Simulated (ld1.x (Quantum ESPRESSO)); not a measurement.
B (Z = 5), RRKJ: configuration errors across variants

* Element: boron (B)
* Generator: ld1.x (Quantum ESPRESSO) 7.5
* Type: norm-conserving RRKJ (Kleinman–Bylander form)
* Functional: PBE
* Relativity: scalar-relativistic
* Frozen core: [He]
* Valence charge: 3
* Reference configuration: 2s2 2p0 (charge +1)
* Partial waves: 2s (bound): rc 1.55 bohr; 2p (bound, empty): rc 2.85 bohr
* Local potential: all-electron potential smoothed inside 2.65 bohr (lloc = -2)
* Core correction: none
* rho0: 0.01

All-electron excitation energies from the reference (eV): (1) 2s2 2p1 -8.220; (2) 2s1 2p0 25.422; (3) 2s2 2p0.5 -5.332; (4) 2s1 2p1 6.141; (5) 2s2 2p1.3 -8.958; (6) 2s1 2p2 -2.369; (7) 2s0 2p3 3.501.

2 further variants failed, have other tests or another functional or relativity, and are left out.

Errors AE − PS in meV (a dash: test not solved or not reliable):

| change | (1) | (2) | (3) | (4) | (5) | (6) | (7) | bound ghosts |
| --- | --- | --- | --- | --- | --- | --- | --- | --- |
| base | +82 | +38 | +34 | -9.8 | +99 | +133 | +162 | none |
| all radii scaled by about 0.85 (s 1.32, p 2.44 bohr); local potential all-electron potential smoothed inside 2.26 bohr (lloc = -2) | +76 | +134 | +31 | -3.2 | +93 | +83 | +90 | none |
| local potential all-electron potential smoothed inside 2.55 bohr (lloc = -1) | +79 | +25 | +32 | -9.8 | +96 | +137 | +169 | none |
| core correction a·sin(br)/r model core inside 1.58 bohr | +82 | +37 | +34 | -9.7 | +99 | +133 | +162 | none |
| wave 2s (bound): rc 1.55 bohr becomes 2s (bound): rc 2.14 bohr | +78 | +51 | +32 | -8.6 | +93 | +124 | +151 | none |
| local potential all-electron potential smoothed inside 1.76 bohr (lloc = -2) | +83 | +30 | +33 | -9.9 | +102 | +139 | +170 | none |
| all radii scaled by about 1.20 (s 1.86, p 3.44 bohr); local potential all-electron potential smoothed inside 3.18 bohr (lloc = -2) | +190 | +28 | +72 | -15 | +238 | +349 | +467 | none |
| all radii scaled by about 1.19 (s 1.84, p 3.38 bohr); local potential all-electron potential smoothed inside 3.14 bohr (lloc = -2) | +170 | +30 | +65 | -15 | +211 | +308 | +409 | none |

(1) Give the same row for: wave 2p (bound): rc 2.85 bohr becomes 2p (bound): rc 3.34 bohr.

Results:

(1) +187, +38, +70, -15, +237, +323, +421; bound ghosts: none.
